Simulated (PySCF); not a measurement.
# C₆ coefficients of unlike pairs at LC-wPBE

Calculated with PySCF 2.14 from the dipole response of each species, C₆(A,B) = (3/π) ∫ α_A(iu) α_B(iu) du, in atomic units, from isotropic polarisabilities. For ions this is the dispersion term alone; charge-induced terms of lower order in 1/R come first.

```tsv
species	configuration	basis	relativity	α (bohr³)	C₆ (like pair)
Ni⁺	[Ar] 3d9 (2D)	aug-cc-pVDZ (7s6p4d2f)	none	7.609	23.69
Br³⁺	[Ar] 3d10 4s2 4p2 (3P)	aug-cc-pVQZ-DK (8s7p5d3f2g)	spin-free X2C	5.992	22.25
Ti³⁺	[Ar] 3d1 (2D)	aug-cc-pVTZ-DK (8s7p5d3f2g)	spin-free X2C	2.273	5.787
Bi²⁺	[Xe] 4f14 5d10 6s2 6p1 (2P)	aug-cc-pVQZ-PP with one added diffuse shell each of s, p, d, f, g type with ECP60MDF (8s8p6d4f3g)	core potential	16.03	117.1
```

(1) Estimate C₆ for Ti³⁺ with Br³⁺.

No spin-orbit coupling is included.

The other pairs:

```json
{"pair": "Bi²⁺, Ni⁺", "C₆": "52.35"}
{"pair": "Bi²⁺, Ti³⁺", "C₆": "24.38"}
{"pair": "Br³⁺, Ni⁺", "C₆": "22.67"}
{"pair": "Bi²⁺, Br³⁺", "C₆": "50.72"}
{"pair": "Ti³⁺, Ni⁺", "C₆": "11.18"}
```

Results:

(1) The integral gives 10.87. The combination rule 2 C_A C_B / (C_A α_B/α_A + C_B α_A/α_B) gives 10.87 and the geometric mean 11.35.
